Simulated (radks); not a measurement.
Question: Lu9+, 62 electrons, occupied as [Kr] 4d10 4f12 5s2 5p2. Calculated with a radial shooting solver on a logarithmic mesh with Libxc functionals: non-relativistic Kohn-Sham, PBE, spin-polarised, spherical densities, point nucleus; open shells are filled with parallel spins first (spin-orbit coupling, left out, can overturn this in heavy ions); relativity is left out, which matters for an element this heavy. Some entries of the table are withheld. Estimate them.

| orbital | occ. | eigenvalue (Ry) | <1/r> (bohr^-1) | r(max) (bohr) |
|---|---|---|---|---|
| 1s up | 1 | -4308.845 | 70.45 | 0.01416 |
| 1s down | 1 | -4308.829 | 70.46 | 0.01416 |
| 2s up | 1 | -710.8767 | 16.48 | 0.07725 |
| 2s down | 1 | -710.8651 | 16.48 | 0.07725 |
| 2p up | 3 | -680.5147 | 16.51 | 0.06002 |
| 2p down | 3 | -680.4990 | 16.51 | 0.06002 |
| 3s up | 1 | -168.7357 | 6.306 | 0.2130 |
| 3s down | 1 | -168.6256 | 6.308 | 0.2130 |
| 3p up | 3 | -154.8173 | 6.254 | 0.2010 |
| 3p down | 3 | -154.7143 | 6.256 | 0.2009 |
| 3d up | 5 | -128.8743 | 6.170 | 0.1590 |
| 3d down | 5 | -128.7977 | 6.172 | 0.1590 |
| 4s up | 1 | -41.75995 | 2.714 | 0.4808 |
| 4s down | 1 | -41.58500 | 2.713 | 0.4809 |
| 4p up | 3 | -36.04731 | 2.622 | 0.4827 |
| 4p down | 3 | -35.87085 | 2.621 | 0.4828 |
| 4d up | 5 | -25.69587 | 2.425 | 0.4813 |
| 4d down | 5 | -25.51481 | 2.425 | 0.4814 |
| 5s up | 1 | (1) | 1.155 | 1.073 |
| 5s down | 1 | (2) | 1.154 | 1.071 |
| 4f up | 7 | -12.36729 | 2.015 | 0.4522 |
| 4f down | 5 | -12.16596 | 2.020 | 0.4524 |
| 5p up | 2 | -11.79882 | 1.076 | 1.135 |
| 5p down | 0 | -11.52628 | 1.072 | 1.134 |

Answer: 
(1) 5s up eigenvalue (Ry): -13.64051
(2) 5s down eigenvalue (Ry): -13.36228
